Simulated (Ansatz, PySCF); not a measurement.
Dimer: C2H2 (SMILES C#C) (first 4 atoms) with C2H6O (SMILES COC); geometry from B3LYP-D3(BJ)/def2-TZVP, rigid monomers moved along the line of their centres of mass till H4···O6 is 2.44 Å.
(charge 0, multiplicity 1):
| atom | x (Å) | y (Å) | z (Å) |
|---|---|---|---|
| C | 0.5363 | 0.0417 | -0.2194 |
| C | 0.0530 | 0.0058 | 0.8766 |
| H | 0.9640 | 0.0733 | -1.1915 |
| H | -0.3742 | -0.0248 | 1.8575 |
| C | -0.5265 | 1.3835 | 4.6735 |
| O | -0.8038 | 0.0608 | 4.2578 |
| C | 0.0541 | -0.8892 | 4.8584 |
| H | 0.4972 | 1.6773 | 4.4104 |
| H | -0.6562 | 1.4922 | 5.7571 |
| H | -1.2290 | 2.0390 | 4.1617 |
| H | 1.1034 | -0.6953 | 4.6036 |
| H | -0.2302 | -1.8692 | 4.4794 |
| H | -0.0501 | -0.8808 | 5.9500 |

Counterpoise-corrected where a basis set is named; no monomer relaxation.

Correlated levels freeze the cores.

The values were computed with Ansatz (an electronic-structure program); PySCF for the dispersion terms. 

PBE/def2-TZVPPD gives -9.9 kJ/mol for the interaction energy.

Q: Where do these levels fall relative to PBE: PBE-D3(BJ)/def2-TZVPPD, r2SCAN/def2-TZVPPD, PBE0/def2-TZVPPD, wB97M-V/def2-TZVPPD, MP2/aug-cc-pVDZ, CCSD(T)/aug-cc-pVDZ.

A: PBE-D3(BJ)/def2-TZVPPD -3.3; r2SCAN/def2-TZVPPD -0.6; PBE0/def2-TZVPPD -0.2; wB97M-V/def2-TZVPPD -2.4; MP2/aug-cc-pVDZ -2.2; CCSD(T)/aug-cc-pVDZ -1.8 kJ/mol. 0 of 6 lie above PBE; the widest gap is to PBE-D3(BJ)/def2-TZVPPD.
